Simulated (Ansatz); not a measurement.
Job for Ansatz (a program for electronic structure): R-SVWN5/def2-TZVPP on H2OSn (SMILES [OH][SnH]), a point of a torsion scan. Elements past Kr take the def2 small-core potentials; no spin–orbit coupling.

Ansatz 0.2 input:
```yaml
crystal:
  periodic: [false, false, false]
  atoms:
    - {symbol: O, position_ang: [-1.05282930, 0.15843974, 0.27099555]}
    - {symbol: Sn, position_ang: [0.77163901, 0.89520097, -0.14272231]}
    - {symbol: H, position_ang: [-1.60108827, -0.47642157, -0.18505391]}
    - {symbol: H, position_ang: [1.53024727, -0.59969240, -1.06563418]}
basis:
  gaussian:
    orbitals: def2-TZVPP
hamiltonian:
  xc: {name: SVWN5}
scf: {lower_state_search: off}
```

### Question
What total energy does the run end on?

### Answer
-289.8798 hartree.
